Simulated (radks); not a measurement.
Q: All-electron atom: Sc+ in [Ar] 3d1 4s1 (the NIST ground configuration). All-electron calculation, scalar-relativistic Kohn-Sham, BLYP, spin-polarised, spherical densities, finite nucleus; open shells are filled with parallel spins first; Fermi nuclear charge, rms radius 3.5459 fm. Program: a radial shooting solver on a logarithmic mesh with Libxc functionals. Some entries of the table are withheld. Estimate them.

| orbital | occ. | eigenvalue (hartree) | <r> (bohr) |
|---|---|---|---|
| 1s up | 1 | -161.9236 | 0.07304 |
| 1s down | 1 | -161.9224 | 0.07304 |
| 2s up | 1 | -17.68821 | 0.3437 |
| 2s down | 1 | -17.67899 | 0.3436 |
| 2p up | 3 | -14.53232 | 0.3078 |
| 2p down | 3 | -14.52483 | 0.3076 |
| 3s up | 1 | -2.28356 | 1.075 |
| 3s down | 1 | -2.25023 | 1.075 |
| 3p up | 3 | -1.49879 | (1) |
| 3p down | 3 | -1.46545 | (2) |
| 3d up | 1 | -0.37767 | 1.709 |
| 4s up | 1 | -0.37244 | 3.302 |
| 3d down | 0 | -0.34280 | 1.700 |

A: 
(1) 3p up <r> (bohr): 1.168
(2) 3p down <r> (bohr): 1.168
